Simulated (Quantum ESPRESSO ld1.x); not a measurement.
The run below uses ld1.x (Quantum ESPRESSO 7.5).

```
 &input
    atom='He',
    iswitch=1,
    rel=1,
    dft='RXC-VWN',
    config='1s1 2p1',
    dx=0.01,
    rmax=200,
    verbosity='high',
    prefix='ld1',
    max_out_wfc=37,
    file_charge='ld1.rho',
 /
```

Command: `OMP_NUM_THREADS=1 ld1.x < ld1.in > ld1.out`

Standard output:

```
     Program LD1 v.7.5 starts

     --------------------------- All-electron run ----------------------------

     scalar relativistic calculation

     atomic number is  2.00
     dft =RXC-VWN   lsd =0 sic =0 latt =0  beta=0.20 tr2=1.0E-14
     Exchange-correlation= RXC-VWN
                           (   3   2   0   0   0   0   0)
     mesh =1401 r(mesh) = 201.71440 a.u. xmin = -8.00 dx = 0.01000
     1 Ry =  13.60569312 eV, c = 137.03599908

     n l     nl                  e(Ry)          e(Ha)          e(eV)
     1 0     1S 1( 1.00)      -2.313096190      -1.156548095    -31.4712769
     2 1     2P 1( 1.00)      -0.116816195      -0.058408098     -1.5893653

     final scf error:  4.2E-15 reached in  21 iterations

     Etot =      -3.981796 Ry,      -1.990898 Ha,     -54.175096 eV

     Ekin =       3.897580 Ry,       1.948790 Ha,      53.029280 eV
     Encl =      -8.665850 Ry,      -4.332925 Ha,    -117.904892 eV
     Eh   =       1.892298 Ry,       0.946149 Ha,      25.746025 eV
     Exc  =      -1.105825 Ry,      -0.552912 Ha,     -15.045510 eV

     normalization and overlap integrals

     s(1S/1S) =  1.000000  <r> =   0.8051  <r2> =    0.8790  r(max) =   0.5152
     s(2P/2P) =  1.000000  <r> =   4.8553  <r2> =   29.0395  r(max) =   3.7692

     ------------------------ End of All-electron run ------------------------
```

Run on one thread of a shared host, so times are rough (Intel(R) Xeon(R) Processor @ 2.60GHz): 0.49 s of CPU time, 0.77 s wall, 21 iterations on 1401 mesh points.
